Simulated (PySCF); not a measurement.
# Cu⁺ (copper, charge +1): UHF calculation

Configuration: [Ar] 3d9 4p1, one real determinant (an excited configuration). Calculation: PySCF 2.14, in aug-cc-pwCVDZ-PP with ECP10MDF; scalar relativity through the core potential.

* Total energy: -195.705779 hartree
* One-electron energy: -344.7631 hartree
* Hartree (Coulomb) energy: 166.6981 hartree
* Exchange energy: -17.6408 hartree
* ⟨S²⟩: 2.0012
* ⟨L²⟩: 8.016
* Sum of ⟨r⟩: 17.46 bohr
* Sum of ⟨r²⟩: 27.44 bohr²
* Traceless quadrupole moment −½Σ⟨3z² − r²⟩ along its main axis: -4.73 e·bohr²

```
shell  electrons  mean orbital energy (eV)  spread (eV)  rms radius, mean of both spins (bohr)
 3s α          1                   -161.16            0                                  0.764
 3s β          1                   -157.88            0                                  0.764
 3p α          3                   -112.31        2.572                                  0.810
 3p β          3                   -108.43        2.215                                  0.810
 3d α          5                   -31.498        2.685                                   1.04
 3d β          4                   -29.831        1.508                                   1.04
 4p α          1                   -11.303            0                                   3.56
```

⟨L²⟩ = 8.02 against 12 for a pure F term, so this real determinant mixes terms. Energies and moments cover only the electrons outside the core potential.
